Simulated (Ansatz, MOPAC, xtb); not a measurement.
Diatomic GeSe+, multiplicity 2 (lowest of 2S+1 = 2, 4 at CCSD(T)/def2-TZVPP on PBE0 minima; our sources give no spin for the ground state, which may be another). No spin–orbit coupling. Ge is treated without relativity. Se is treated without relativity.

The constants come from a fifth-degree fit in 1/R (seven points, main isotopes). Runs in def2 and cc sets follow the lowest solution found near the PBE0 minimum.

Programs: Ansatz (Gaussian basis) for Hartree–Fock, density functionals and correlated methods; MOPAC for PM6 (differences of heats of formation); xtb for the GFN methods.  The GFN methods have no spin term and hold the electronic entropy of 300 K.

```json
[
 {"level": "PM6", "r_e (Å)": "2.329", "ω_e (cm⁻¹)": "358", "α_e (cm⁻¹)": "0.00019", "ω_e x_e (cm⁻¹)": "0.61"},
 {"level": "GFN2-xTB", "r_e (Å)": "2.264", "ω_e (cm⁻¹)": "327", "α_e (cm⁻¹)": "0.00030", "ω_e x_e (cm⁻¹)": "1.1"},
 {"level": "SVWN5/def2-TZVPP", "r_e (Å)": "2.286", "ω_e (cm⁻¹)": "325", "α_e (cm⁻¹)": "0.00027", "ω_e x_e (cm⁻¹)": "0.74"},
 {"level": "PBE/def2-TZVPP", "r_e (Å)": "2.322", "ω_e (cm⁻¹)": "311", "α_e (cm⁻¹)": "0.00027", "ω_e x_e (cm⁻¹)": "0.72"},
 {"level": "r2SCAN/def2-TZVPP", "r_e (Å)": "2.295", "ω_e (cm⁻¹)": "325", "α_e (cm⁻¹)": "0.00027", "ω_e x_e (cm⁻¹)": "0.75"},
 {"level": "B97M-V/def2-TZVPP", "r_e (Å)": "2.298", "ω_e (cm⁻¹)": "324", "α_e (cm⁻¹)": "0.00027", "ω_e x_e (cm⁻¹)": "0.75"},
 {"level": "B3LYP/def2-TZVPP", "r_e (Å)": "2.314", "ω_e (cm⁻¹)": "317", "α_e (cm⁻¹)": "0.00027", "ω_e x_e (cm⁻¹)": "0.71"},
 {"level": "PBE0/def2-TZVPP", "r_e (Å)": "2.293", "ω_e (cm⁻¹)": "330", "α_e (cm⁻¹)": "0.00026", "ω_e x_e (cm⁻¹)": "0.72"},
 {"level": "BHLYP/def2-TZVPP", "r_e (Å)": "2.287", "ω_e (cm⁻¹)": "335", "α_e (cm⁻¹)": "0.00026", "ω_e x_e (cm⁻¹)": "0.71"},
 {"level": "CAM-B3LYP/def2-TZVPP", "r_e (Å)": "2.283", "ω_e (cm⁻¹)": "335", "α_e (cm⁻¹)": "0.00026", "ω_e x_e (cm⁻¹)": "0.70"},
 {"level": "wB97X-V/def2-TZVPP", "r_e (Å)": "2.272", "ω_e (cm⁻¹)": "345", "α_e (cm⁻¹)": "0.00025", "ω_e x_e (cm⁻¹)": "0.67"},
 {"level": "wB97M-V/def2-TZVPP", "r_e (Å)": "2.278", "ω_e (cm⁻¹)": "341", "α_e (cm⁻¹)": "0.00025", "ω_e x_e (cm⁻¹)": "0.67"},
 {"level": "B2PLYP/def2-TZVPP", "r_e (Å)": "2.302", "ω_e (cm⁻¹)": "324", "α_e (cm⁻¹)": "0.00026", "ω_e x_e (cm⁻¹)": "0.72"},
 {"level": "CCSD/def2-TZVPP", "r_e (Å)": "2.286", "ω_e (cm⁻¹)": "337", "α_e (cm⁻¹)": "0.00026", "ω_e x_e (cm⁻¹)": "0.74"},
 {"level": "CCSD(T)/def2-TZVPP", "r_e (Å)": "2.296", "ω_e (cm⁻¹)": "329", "α_e (cm⁻¹)": "0.00027", "ω_e x_e (cm⁻¹)": "0.77"}
]
```

Correlated levels freeze the inner cores; with def2 sets outer-core shells near the valence are correlated too. The state that PM6 reach isn't checked.

Ansatz is a first-principles code.
